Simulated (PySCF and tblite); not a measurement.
Values are calculated unless marked as measured or tabulated.
System: 4-(methylthio)phenol, C7H8OS, numbered as in [CH3:1][S:2][c:3]1[cH:4][cH:5][c:6]([OH:7])[cH:8][cH:9]1.

Motion: rotation about the C6–O7 bond (torsion C5–C6–O7–H from 180° to 360°, rising). GFN2-xTB gives an electronic barrier of 5.5 kcal/mol and a reaction energy of 0.2 kcal/mol.

(1) What does PBE0/pcSseg-1 + D3(BJ) give on GFN2-xTB geometries?

Programs: tblite and PySCF.

## Answers

(1) A barrier of 3.3 kcal/mol, 2.1 below the tight-binding barrier (from unrounded values), a reaction energy of 0.0 kcal/mol and, with GFN2-xTB thermal terms, ΔG‡(298 K) = 2.8 kcal/mol and k = 1.2×10¹¹ s⁻¹ (2 equivalent paths).
